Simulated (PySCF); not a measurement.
A structure optimised at PBE-D3(BJ)/def2-SVP, used in a PySCF frequency run:

```xyz
13

C     -0.3916    -2.0613     0.0000
C      0.1175    -0.6654     0.0000
C     -0.4171     0.5772     0.0000
F     -1.6769     1.0290     0.0000
C      0.8704     1.3506     0.0000
C      1.5275    -0.0779     0.0000
H     -0.0359    -2.6231     0.8909
H     -1.4988    -2.0836     0.0000
H     -0.0359    -2.6231    -0.8909
H      1.0756     1.9629     0.9035
H      1.0756     1.9629    -0.9035
H      2.1354    -0.2981    -0.9038
H      2.1354    -0.2981     0.9038
```
Charge 0, spin multiplicity 1.

Write its SMILES, formula and point group.

CC1=C(F)CC1, C5H7F, Cs

What are its rotational constants (standard atomic weights)?

4.5795, 3.7234, 2.1387 GHz
